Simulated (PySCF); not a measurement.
Zr(Cl)2(OH)2 (Cl2H2O2Zr), SMILES [OH][Zr]([OH])([Cl])[Cl], multiplicity 1. Atoms are numbered in the order given.

```xyz
7

Zr     0.0000     0.0000    -0.2776
Cl    -1.9473     0.0000     1.0835
Cl     1.9473     0.0000     1.0835
O      0.0000    -1.5677    -1.3606
H      0.0000    -2.3001    -1.9810
O      0.0000     1.5677    -1.3606
H      0.0000     2.3001    -1.9810
```
Charge 0, spin multiplicity 1.

Geometry optimised at B3LYP-D3(BJ)/def2-SVP. The multiplicity is an assumed one; no other spin state was optimised. The structure was generated by enumeration; whether it is a known compound was not checked. The def2 effective core potentials stand for the cores of Zr; spin–orbit coupling is left out. Other conformers were not sampled.

Method: TDA-B3LYP/def2-SVPD (PySCF 2.14.0).

Vertical excitations.  State labels are in the subgroup C2v.

```
state  symmetry  energy (eV)  λ (nm)      f                                              main pairs
-----  --------  -----------  ------  -----  ------------------------------------------------------
S1           A2         5.90     210  0.000                                        HOMO−1→LUMO 99 %
S2           B2         6.00     207  0.000                                        HOMO−2→LUMO 93 %
S3           B1         6.05     205  0.031                      HOMO→LUMO 73 %, HOMO−2→LUMO+1 22 %
S4           B2         6.17     201  0.003                                        HOMO→LUMO+1 93 %
S5           A1         6.31     196  0.005                    HOMO−1→LUMO+1 58 %, HOMO−3→LUMO 39 %
S6           B1         6.54     190  0.049     HOMO−2→LUMO+1 57 %, HOMO−4→LUMO 24 %, HOMO→LUMO 9 %
S7           A2         6.61     188  0.000                                      HOMO−3→LUMO+1 92 %
S8           A1         6.63     187  0.011  HOMO−3→LUMO 43 %, HOMO−1→LUMO+1 22 %, HOMO→LUMO+2 22 %
S9           B1         6.67     186  0.014                                        HOMO−4→LUMO 70 %
S10          B2         6.79     183  0.000                    HOMO−1→LUMO+2 69 %, HOMO−5→LUMO 29 %
T1           B1         5.55     223      0                                          HOMO→LUMO 98 %
T2           A2         5.78     215      0                                        HOMO−1→LUMO 98 %
T3           B2         5.85     212      0                                        HOMO−2→LUMO 90 %
T4           A1         5.95     208      0                    HOMO−3→LUMO 52 %, HOMO−1→LUMO+1 39 %
```
Triplets are in the Tamm–Dancoff approximation.
